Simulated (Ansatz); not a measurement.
A series at Si: from `Br[Si](Br)(Br)Br`, ligands are replaced one by one, each step taking up H₂ and setting free HBr; n counts the steps. Ansatz, PBE0-D4/def2-TZVP geometries.

CBS adds triple-zeta CCSD(T) − MP2 to the MP2 limit, frozen cores; atoms without spin–orbit coupling. Outer-core shells of Br are correlated without core-valence functions. Scalar relativity is left out up to krypton. Spin–orbit coupling is left out.

| n | molecule | atomization energy, CCSD(T)/CBS (kJ/mol) |
| --- | --- | --- |
| 0 | `Br[Si](Br)(Br)Br` | 1404.2 |
| 1 | `Br[SiH](Br)Br` | 1399.2 |
| 2 | `Br[SiH2]Br` | 1387.5 |
| 3 | `[SiH3]Br` | 1373.7 |
| 4 | SiH₄ | ? |

Q: By hand: fit a straight line y = ȳ + b (n − n̄) to the 4 given rows and predict n = 4.

A: n̄ = 1.500, ȳ = 1391.15; Σ(n − n̄)(y − ȳ) = -51.60, Σ(n − n̄)² = 5.000, so b = -10.32 kJ/mol a step. Prediction: 1391.15 + (-10.32) × (2.500) = 1365.4 kJ/mol.

Q: By hand: compare with the computed value, 1362.7 kJ/mol, and give the steps along the whole series.

A: The line misses by -2.7 kJ/mol (computed minus predicted). Steps: -5.0, -11.7, -13.8, -11.0 kJ/mol.

The steps differ by up to 8.8 kJ/mol without a steady trend. The miss is 6.5 % of the series' range. The energies themselves are unsure by some kJ/mol a bond, though much of that is common to the series.
